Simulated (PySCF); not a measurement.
C7H7O4P.
Atom-mapped SMILES: `[CH3:1][O:2][C:3](=[O:4])[c:5]1[o:6][cH:7][p:8][c:9]1[C:10]([CH3:11])=[O:12]`

Cartesian coordinates in Å at the GFN2-xTB level; atoms count from 1:
```xyz
19
C7H7O4P angstrom
C     -3.0146   -0.8094    0.5086
O     -1.7147   -0.2344    0.5783
C     -1.4676    0.7684   -0.2566
O     -2.2671    1.2789   -0.9928
C     -0.0407    1.2022   -0.1496
O      0.1951    2.4988    0.0085
C      1.5037    2.7551    0.0927
P      2.5462    1.4056   -0.0264
C      1.0818    0.4070   -0.2012
C      1.0656   -1.0450   -0.4603
C      2.3186   -1.7627   -0.0361
O      0.1298   -1.5921   -0.9935
H     -3.7284   -0.1839    1.0487
H     -2.9371   -1.7889    0.9730
H     -3.3283   -0.8987   -0.5324
H      1.7585    3.7917    0.2308
H      3.1650   -1.3709   -0.5997
H      2.2185   -2.8286   -0.2209
H      2.5057   -1.5839    1.0212
```

Probes without a nucleus sit at each ring's centroid and 1 Å off its mean plane on both sides; NICS is minus the shielding there, NICSzz its component along the normal. Level: GIAO PBE0/pcSseg-1 (PySCF, non-relativistic, gas phase) on the GFN2-xTB geometry, one conformer.

Ring bond lengths (Å), with Mayer bond orders in brackets: C5–O6 1.327 (1.10), O6–C7 1.336 (1.09), C7–P8 1.709 (1.54), P8–C9 1.781 (1.13), C9–C5 1.377 (1.45).

Task: Give the NICS values of each ring in ppm.

Result: 
| ring | type | NICS(0) | NICS(1), two faces | NICS(1)zz, two faces | rms pucker (Å) | centre to ring atoms, mean (Å) |
| --- | --- | --- | --- | --- | --- | --- |
| C5–O6–C7–P8–C9 | 5-membered ring with O and P; formal bonds all aromatic | -11.8 | -11.0 / -10.7 | -24.7 / -24.2 | 0.00 | 1.27 |

Task: What do they say, and how far can they be read as aromaticity?

Result: 
- C5–O6–C7–P8–C9: mean NICS(1)zz -24.5 ppm, shielded.

Task: And the bond-length index? HOMA = 1 − mean of α(R − Ropt)² over the ring bonds, with Krygowski's 1993 parameters (CC: Ropt 1.388 Å, α 257.7 Å⁻²; CO: Ropt 1.265 Å, α 157.38 Å⁻²; CP: Ropt 1.698 Å, α 118.91 Å⁻²).

Result: 
- C5–O6–C7–P8–C9: HOMA 0.54; the largest term is that of P8–C9, α(R − Ropt)² = 0.82.

Task: What is the mean of the two in-plane components of NICS at the second NICS(1) probe listed for ring C5–O6–C7–P8–C9, 1 Å off the ring?

Result: The isotropic value is a third of the trace: (3 × -10.7 − (-24.2))/2 = -3.9 ppm.

Task: List the ring angles and the Hirshfeld charges of the ring atoms.

Result: 
- C5–O6–C7–P8–C9: C5 115.1° (+0.069 e), O6 111.6° (-0.028 e), C7 116.2° (-0.031 e), P8 87.0° (+0.078 e), C9 110.1° (-0.100 e); sum 540.0° against 540° for a flat convex ring.

Task: What are the shieldings of the ring atoms and their hydrogens in the same run (means over atoms taken as equivalent)?

Result: 
| atoms | environment | σ isotropic (ppm) | principal values of the symmetric part, first atom (ppm) |
| --- | --- | --- | --- |
| C5 | substituted aromatic carbon | 25.1 | -53.7, 26.1, 103.0 |
| O6 | furan-type oxygen | -25.1 | -236.5, -67.2, 228.4 |
| C7 | aromatic CH next to a ring oxygen | -1.3 | -147.1, 42.8, 100.3 |
| P8 | phosphorus bonded to 2 C | 176.8 | -54.3, 135.7, 449.1 |
| C9 | substituted aromatic carbon | 35.0 | -38.7, 13.5, 130.1 |
| H16 | aromatic hydrogen | 22.91 | 20.5, 21.9, 26.3 |
